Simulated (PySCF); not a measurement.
## Vibration and rotation of TaN

PBE0 constants of TaN, ¹Σ⁺ (singlet), closed shell (PySCF, scalar-relativistic core potentials, basis sets Ta cc-pVDZ-PP with ECP60, N cc-pVDZ; masses 180.9480 and 14.0031 u):

- ωe: 1163.0 cm⁻¹
- ωexe: 3.19 cm⁻¹
- Be: 0.46982 cm⁻¹
- αe: 0.00188 cm⁻¹
- D (centrifugal): 3.07e-07 cm⁻¹

Give the vibrational terms G(v) and spacings up to v = 6.

G(v) = ωe(v+½) − ωexe(v+½)².

```csv
v,G(v) (cm⁻¹),G(v) − G(v−1),Bv (cm⁻¹)
0,580.7,,0.4689
1,1737.3,1156.6,0.4670
2,2887.6,1150.2,0.4651
3,4031.4,1143.9,0.4632
4,5168.9,1137.5,0.4614
5,6300.0,1131.1,0.4595
6,7424.7,1124.7,0.4576
```

De is left out where the level can put another filling of the metal’s s and d shells below the measured ground configuration, by anything from nothing to about 1 eV. These are scalar-relativistic numbers at best; spin–orbit coupling would shift them, the dissociation energy most.
